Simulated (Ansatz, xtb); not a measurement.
Molecule: GaCl (charge 0, triplet). This is an excited triplet: at this geometry the singlet lies 3.36 eV lower at CCSD(T)/CBS(def2-TZVPPD,def2-QZVPPD). SMILES: [Ga][Cl]
Coordinates optimised at B3LYP-D3(BJ)/def2-TZVP (Ansatz, a program for electronic structure):
```xyz
2

Ga     0.0000     0.0000    -0.7780
Cl     0.0000     0.0000     1.4187
```
Charge 0, spin multiplicity 3.

Harmonic wavenumbers from GFN2-xTB (xtb, at its own minimum), cm⁻¹: 265.

**Question.** Give the harmonic wavenumbers at B3LYP-D3(BJ)/def2-TZVP (Ansatz, finite differences of forces, unscaled).

**Answer.** 349 cm⁻¹. Zero-point energy 0.5 kcal/mol.

**Question.** From these and the geometry, give the ideal-gas thermochemistry at 298.15 K and 1 atm (rigid rotor, harmonic oscillator).

**Answer.** Point group C∞v, rotational symmetry number 1. Rotational constants 4.456, 4.456 GHz. S(trans) 39.87, S(rot) 16.37, S(vib) 1.17, S(elec, spin only) 2.18, S 59.6 cal/(mol K). H(298) - H(0) 2.30 kcal/mol; G - E(el) -15.0 kcal/mol.
